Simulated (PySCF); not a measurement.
**A fit for the 29Si shielding**

GIAO PBE0/pcSseg-1 on GFN2-xTB geometries (PySCF, gas phase, non-relativistic):

| SMILES | IAO charge (e) of Si | σ(Si) (ppm) |
| --- | --- | --- |
| C=CC[Si@H](Cl)/N=C\CC#N | 1.041 | 368.3 |
| C=CC[Si@H](Cl)/N=C\C(Cl)Cl | 1.032 | 370.2 |
| C=CC[Si@H](Cl)/N=C\C#CC | 1.053 | 364.3 |
| C=CC[Si@@H](Cl)/N=C\C1CC1 | 1.042 | 369.8 |
| C=CC[Si@@H](Cl)/N=C/C=N/C | 1.059 | 359.7 |
| C=CC[Si@H](Cl)/N=C\C | 1.041 | 370.5 |
| C=CC[Si@H](Cl)/N=C\N=C | 1.042 | 371.2 |
| C=CC[Si@H](Cl)N=C | 1.055 | 358.1 |
| C=C/C=N\[Si@H](Cl)CC=C | 1.041 | 370.1 |
| [H]/N=C/C=N\[Si@@H](Cl)CC=C | 1.033 | 372.3 |

(1) Fit σ(Si) as a line in the IAO charge of Si. How well does it hold?

(2) A further member, `C=CC[Si@@H](Cl)/N=C/C#N`, has x = 1.059. What does the line predict, and what does the calculation give?

## Answers

(1) σ = 892.6 − 503.0 x, with x in e; correlation -0.90, rms deviation 2.0 ppm, largest 3.8 ppm at `C=CC[Si@H](Cl)N=C`. A charge says how many electrons sit at the atom, not how easily they circulate, so such a line holds only within like compounds.

(2) The line gives 359.9 ppm; the calculation 357.1 ppm, a difference of -2.8 ppm, within the usual scatter of the fit.
